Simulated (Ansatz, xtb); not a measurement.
## Ranking isomers of CH7BGeOSi

6 gas-phase structures of CH7BGeOSi, from a drawn sample of its isomers (lower ones may exist). Each was relaxed with GFN2-xTB; where two conformers were screened, the lower at r2SCAN-D4/def2-SVP is listed:

A. `B[SiH2][GeH2][CH]=O`, a singlet
B. `[BH2][GeH2][SiH2]C=O`, a singlet
C. `B[Si@@H]([GeH3])C=O`, a singlet
D. `[BH2][Ge@@H]([SiH3])[CH]=O`, a singlet
E. a singlet given by its coordinates
F. a singlet given by its coordinates

E (Å):

```xyz
12

C    -1.8227    1.3011   -1.4321
B    -1.6755   -1.0052   -0.7698
Ge    0.2942   -0.3288   -0.1795
O    -2.0063    0.0772   -1.6969
Si   -0.7588    1.8119    0.0225
H    -1.7216   -2.0386   -1.3387
H    -2.2853   -0.9503    0.2498
H     1.2170   -0.6413    1.0166
H     1.3989   -0.2809   -1.2572
H    -1.5706    1.7704    1.2438
H    -0.3648    3.2047   -0.2145
H    -2.0907    1.9723   -2.2511
```

Close contacts (Å): C1–O4 1.27, C1–Si5 1.87, B2–Ge3 2.16, B2–O4 1.46, Ge3–Si5 2.39, C1–H12 1.09, B2–H6 1.18, B2–H7 1.19, Ge3–H8 1.54, Ge3–H9 1.54, Si5–H10 1.47, Si5–H11 1.47.

F (Å):

```xyz
12

C     0.9603   -0.4953   -0.9498
B    -0.8087   -2.1869   -0.7406
Ge   -0.3048    1.0061   -0.5738
O     0.6102   -1.6819   -0.9675
Si   -1.9533   -0.6847   -0.0886
H    -0.6809   -3.1020    0.0128
H    -1.1467   -2.5896   -1.8118
H    -2.2710   -0.4343    1.3310
H    -3.1430   -0.1626   -0.7830
H    -0.1413    1.6139   -1.9686
H     0.7240    1.8921    0.1386
H     2.0287   -0.3433   -1.1546
```

Close contacts (Å): C1–Ge3 2.00, C1–O4 1.24, B2–O4 1.52, B2–Si5 2.00, Ge3–Si5 2.41, C1–H12 1.10, B2–H6 1.19, B2–H7 1.19, Ge3–H10 1.53, Ge3–H11 1.53, Si5–H8 1.48, Si5–H9 1.47.

Which do you expect lowest at r2SCAN-D4/def2-SVP, and how would the others follow?

Calculated order at r2SCAN-D4/def2-SVP: E (0.0), F (14.3), D (80.1), A (89.5), B (96.6), C (98.4) kJ/mol. Less than 1 kcal/mol parts B and C, so the order within that pair means little.

Energies above the lowest of each column, in kJ/mol; the last columns are at PBE-D3(BJ)/def2-SVP geometries:

| structure | GFN2-xTB | HF/STO-3G | r2SCAN-D4/def2-SVP | PBE-D3(BJ)/def2-SVP | CCSD(T)/def2-SVP + ΔMP2/def2-TZVPP |
| --- | --- | --- | --- | --- | --- |
| E | 0.0 | 34.4 | 0.0 | 0.0 | 0.0 |
| F | 1.1 | 0.0 | 14.3 | 9.6 | 10.7 |
| D | 88.5 | 89.5 | 80.1 | 99.1 | 73.3 |
| A | 116.2 | 109.8 | 89.5 | 98.2 | 91.8 |
| B | 113.6 | 86.5 | 96.6 | 102.8 | 76.9 |
| C | 121.9 | 100.7 | 98.4 | 100.1 | 82.8 |

CCSD(T)/def2-SVP + ΔMP2/def2-TZVPP puts E lowest; HF/STO-3G picks F. CCSD(T)/def2-SVP + ΔMP2/def2-TZVPP orders those it was run on as E (0.0), F (10.7), D (73.3), B (76.9), C (82.8), A (91.8) kJ/mol. Less than 1 kcal/mol parts D and B, so the order within that pair means little. Flexible structures stand in one conformer each, not always the lowest. F keeps a small imaginary mode. ΔMP2 is the change of the MP2 energy from the smaller to the larger basis.

Over these structures GFN2-xTB departs from r2SCAN-D4/def2-SVP by 12.0 kJ/mol on average once a common shift is removed. A GFN2-xTB relaxation took about 0.29 s and the r2SCAN-D4/def2-SVP energy about 2.7 s on a shared host (Ansatz 0.2.0, xtb 6.7.1).
